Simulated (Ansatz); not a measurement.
```yaml
crystal:
  periodic: [false, false, false]
  atoms:
    - {symbol: C, position_ang: [-1.374531, 0.471210, 0.171022]}
    - {symbol: C, position_ang: [0.122608, 0.231573, -0.113003]}
    - {symbol: C, position_ang: [0.888411, 0.117639, 1.066941]}
    - {symbol: C, position_ang: [0.271894, -0.931223, -1.132489]}
    - {symbol: Br, position_ang: [0.707702, 1.958932, -1.078674]}
    - {symbol: H, position_ang: [-1.504303, 1.340114, 0.848119]}
    - {symbol: H, position_ang: [-1.989556, 0.638372, -0.727179]}
    - {symbol: H, position_ang: [-1.711053, -0.426155, 0.691064]}
    - {symbol: H, position_ang: [0.820587, 0.904211, 1.799846]}
    - {symbol: H, position_ang: [2.004927, -0.056696, 0.834351]}
    - {symbol: H, position_ang: [0.653518, -0.831635, 1.603102]}
    - {symbol: H, position_ang: [-0.070485, -1.802626, -0.673529]}
    - {symbol: H, position_ang: [1.379959, -1.005382, -1.410084]}
    - {symbol: H, position_ang: [-0.311252, -0.700647, -2.022518]}
basis:
  gaussian: {orbitals: 6-31G}
hamiltonian: {xc: {name: r2SCAN}, dispersion: d4}
scf: {lower_state_search: light}
outputs: {forces: true}
output: {forces: true}
```

```sh
$ ansatz run in.yaml --threads 2 --pin off --events-out ev --progress --plain --max-ram 32768MiB --backend cpu
```

It prints (some lines left out):

```
Error: YAML parse error: error: line 22 column 1: unknown field `outputs`, expected one of crystal, accuracy, basis, kpoints, hamiltonian, magnetization, projection, total_charge, correlation, batch, efield, external_charges, scf, relax, neb, saddle, md, ramp, phonons, dielectric, real_time, elastic, magnetic_configurations, gw, evaluate, workflow, output, checkpoint, execution
20 | hamiltonian: {xc: {name: r2SCAN}, dispersion: d4}
21 | scf: {lower_state_search: light}
22 | outputs: {forces: true}
23 | output: {forces: true}
```

(1) Something in this input is off. What?

Answers

(1) The input holds a key that doesn't belong there. The input was rejected before any iteration.
